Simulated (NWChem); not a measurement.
System: C2H6Al cation; SMILES [Al+]([CH3])[CH3]

The following NWChem deck was run.

```
start job
memory heap 200 mb stack 900 mb global 1100 mb
charge 1
geometry units angstroms noautosym nocenter noautoz
  Al     0.000000     0.000000     0.000000
  C      0.000000     0.000000     1.926197
  H     -0.929354     0.439715     2.308431
  H      0.845481     0.584987     2.308431
  H      0.083872    -1.024702     2.308431
  C      0.000000     0.000000    -1.926197
  H     -0.845481    -0.584987    -2.308431
  H      0.929354    -0.439715    -2.308431
  H     -0.083872     1.024702    -2.308431
end
basis spherical
  Al library 6-311g**
  C library 6-311g**
  H library 6-311g**
end
dft
  xc b3lyp
  iterations 150
end
property
  shielding 3 1 2 3
end
task dft property
```

Parts of the log:

```
             Northwest Computational Chemistry Package (NWChem) 7.3.0
             --------------------------------------------------------

                             Geometry "geometry" -> ""
                             -------------------------

 Output coordinates in angstroms (scale by  1.889725989 to convert to a.u.)

  No.       Tag          Charge          X              Y              Z
 ---- ---------------- ---------- -------------- -------------- --------------
    1 Al                  13.0000     0.00000000     0.00000000     0.00000000
    2 C                    6.0000     0.00000000     0.00000000     1.92619700
    3 H                    1.0000    -0.92935400     0.43971500     2.30843100
    4 H                    1.0000     0.84548100     0.58498700     2.30843100
    5 H                    1.0000     0.08387200    -1.02470200     2.30843100
    6 C                    6.0000     0.00000000     0.00000000    -1.92619700
    7 H                    1.0000    -0.84548100    -0.58498700    -2.30843100
    8 H                    1.0000     0.92935400    -0.43971500    -2.30843100
    9 H                    1.0000    -0.08387200     1.02470200    -2.30843100

 Effective nuclear repulsion energy (a.u.)      88.6439116393

                              NWChem Property Module
                              ----------------------

  itol2e modified to match energy
  convergence criterion.

                                 NWChem DFT Module
                                 -----------------

 Summary of "ao basis" -> "ao basis" (spherical)
 ------------------------------------------------------------------------------
       Tag                 Description            Shells   Functions and Types
 ---------------- ------------------------------  ------  ---------------------
 Al                         6-311g**                12       26   6s5p1d
 C                          6-311g**                 8       18   4s3p1d
 H                          6-311g**                 4        6   3s1p

  itol2e modified to match energy
  convergence criterion.

            General Information
            -------------------
          SCF calculation type: DFT
          Wavefunction type:  closed shell.
          No. of atoms     :     9
          No. of electrons :    30
           Alpha electrons :    15
            Beta electrons :    15
          Charge           :     1
          Spin multiplicity:     1
          Use of symmetry is: off; symmetry adaption is: off
          Maximum number of iterations: 150
          AO basis - number of functions:    98
                     number of shells:    52
          Convergence on energy requested:  1.00D-07
          Convergence on density requested:  1.00D-05
          Convergence on gradient requested:  5.00D-04

              XC Information
              --------------
                         B3LYP Method XC Potential
                     Hartree-Fock (Exact) Exchange  0.200
                        Slater Exchange Functional  0.800 local
                    Becke 1988 Exchange Functional  0.720 non-local
              Lee-Yang-Parr Correlation Functional  0.810
                  VWN I RPA Correlation Functional  0.190 local

             Grid Information
             ----------------
          Grid used for XC integration:  fine
          Radial quadrature: Mura-Knowles
          Angular quadrature: Lebedev.
          Tag              B.-S. Rad. Rad. Pts. Rad. Cut. Ang. Pts.
          ---              ---------- --------- --------- ---------
          Al                  1.25      123          10.0       770
          C                   0.70       70          12.0       590
          H                   0.35       60          13.0       590
          Grid pruning is: on
          Number of quadrature shells:   623
          Spatial weights used:  Erf1

      Superposition of Atomic Density Guess
      -------------------------------------

 Sum of atomic energies:        -320.21035091

 Renormalizing density from      31.00 to     30

      Non-variational initial energy
      ------------------------------

 Total energy =    -314.820014
 1-e energy   =    -595.865846
 2-e energy   =     192.401920
 HOMO         =      -0.668361
 LUMO         =      -0.334080

   convergence    iter        energy       DeltaE   RMS-Dens  Diis-err
 ---------------- ----- ----------------- --------- --------- ---------
 d= 0,ls=0.0,diis     1   -321.9428270606 -4.11D+02  8.22D-03  1.82D+00
 d= 0,ls=0.0,diis     2   -321.9649355206 -2.21D-02  4.89D-03  8.10D-01
 d= 0,ls=0.0,diis     3   -322.0338584219 -6.89D-02  1.54D-03  8.76D-02
 d= 0,ls=0.0,diis     4   -322.0443026942 -1.04D-02  2.95D-04  2.57D-03
 d= 0,ls=0.0,diis     5   -322.0445098886 -2.07D-04  4.54D-05  2.19D-05
  Resetting Diis
 d= 0,ls=0.0,diis     6   -322.0445135429 -3.65D-06  5.30D-06  1.99D-07
 d= 0,ls=0.0,diis     7   -322.0445135786 -3.57D-08  4.64D-07  1.48D-09

         Total DFT energy =     -322.044513578611
      One electron energy =     -612.224898888750
           Coulomb energy =      233.075658877298
    Exchange-Corr. energy =      -31.539185206468
 Nuclear repulsion energy =       88.643911639310

 Numeric. integr. density =       30.000000114596

                       DFT Final Molecular Orbital Analysis
                       ------------------------------------

 Vector   13  Occ=2.000000D+00  E=-5.985081D-01
              MO Center= -1.2D-06,  1.5D-07,  1.2D-05, r^2= 5.6D+00
   Bfn.  Coefficient  Atom+Function         Bfn.  Coefficient  Atom+Function
  ----- ------------  ---------------      ----- ------------  ---------------
    33      0.173393  2 C  px                69     -0.173392  6 C  px
    46     -0.155816  3 H  s                 88     -0.155815  8 H  s
    37      0.135674  2 C  px                73     -0.135673  6 C  px
    29      0.120649  2 C  px                65     -0.120649  6 C  px
    34     -0.118877  2 C  py                70      0.118876  6 C  py

 Vector   14  Occ=2.000000D+00  E=-5.903253D-01
              MO Center=  5.5D-10,  3.6D-10, -3.7D-07, r^2= 3.4D+00
   Bfn.  Coefficient  Atom+Function         Bfn.  Coefficient  Atom+Function
  ----- ------------  ---------------      ----- ------------  ---------------
     5      0.567203  1 Al s                  4     -0.250213  1 Al s
    35     -0.175201  2 C  pz                71      0.175201  6 C  pz
     6      0.163813  1 Al s                  3     -0.158110  1 Al s
    39     -0.122607  2 C  pz                75      0.122607  6 C  pz
    31     -0.121832  2 C  pz                67      0.121832  6 C  pz

[...]

          -----------------------------------------
          Chemical Shielding Tensors (GIAO, in ppm)
          -----------------------------------------

                                NWChem CPHF Module
                                ------------------

  scftype          =     RHF
  nclosed          =       15
  nopen            =        0
  variables        =     1245
  # of vectors     =        3
  tolerance        = 0.10D-03
  level shift      = 0.00D+00
  max iterations   =       50
  max subspace     =       30

 SCF residual:    5.9221374267026063E-005

Iterative solution of linear equations
  No. of variables     1245
  No. of equations        3
  Maximum subspace       30
        Iterations       50
       Convergence  1.0D-04

   iter   nsub   residual    time
   ----  ------  --------  ---------
     1      3    5.56D-01      59.4
     2      6    2.45D-02      65.3
     3      9    7.66D-04      71.6
     4     12    2.12D-05      77.7

      Atom:    1  Al
        Diamagnetic
    793.2228     -0.0000     -0.0000
     -0.0000    793.2228     -0.0000
     -0.0000     -0.0000    792.2841

        Paramagnetic
   -842.8023      0.0001      0.0000
      0.0001   -842.8023      0.0001
      0.0000      0.0001    -17.2195

        Total Shielding Tensor
    -49.5795      0.0001      0.0000
      0.0001    -49.5794      0.0001
      0.0000      0.0001    775.0646

           isotropic =     225.3019
          anisotropy =     824.6440

          Principal Components and Axis System
                 1           2           3
              775.0646    -49.5796    -49.5794

      1         0.0000      0.7512      0.6601
      2         0.0000     -0.6601      0.7512
      3         1.0000      0.0000     -0.0000

      Atom:    2  C
        Diamagnetic
    247.2821      0.0000     -0.0000
      0.0000    247.2821     -0.0000
     -0.0000     -0.0000    260.1580

        Paramagnetic
    -77.0991     -0.0000      0.0000
     -0.0000    -77.0991     -0.0000
      0.0000     -0.0000    -54.0729

        Total Shielding Tensor
    170.1830     -0.0000      0.0000
     -0.0000    170.1830     -0.0000
      0.0000     -0.0000    206.0850

           isotropic =     182.1504
          anisotropy =      35.9020

          Principal Components and Axis System
                 1           2           3
              206.0850    170.1830    170.1830

      1         0.0000      0.7256      0.6881
      2        -0.0000     -0.6881      0.7256
      3         1.0000     -0.0000     -0.0000

      Atom:    3  H
        Diamagnetic
     32.7398     -4.9659     -5.7008
     -4.9659     24.5938      2.6973
     -5.7008      2.6973     28.4829

        Paramagnetic
      0.2917      1.9764      1.6894
      1.9764      3.5339     -0.7993
      1.6894     -0.7993      1.8401

        Total Shielding Tensor
     33.0316     -2.9895     -4.0113
     -2.9895     28.1277      1.8979
     -4.0113      1.8979     30.3230

           isotropic =      30.4941
          anisotropy =      10.1753

          Principal Components and Axis System
                 1           2           3
               37.2776     27.4914     26.7132

      1         0.7620      0.4862      0.4277
      2        -0.3605     -0.2301      0.9039
      3        -0.5379      0.8430      0.0000
```

Level: B3LYP/6-311G** (spherical d), GIAO. All runs use the structure optimised with B3LYP/6-31G* (spherical d). The printed shielding anisotropy is the first printed principal value minus the mean of the other two.
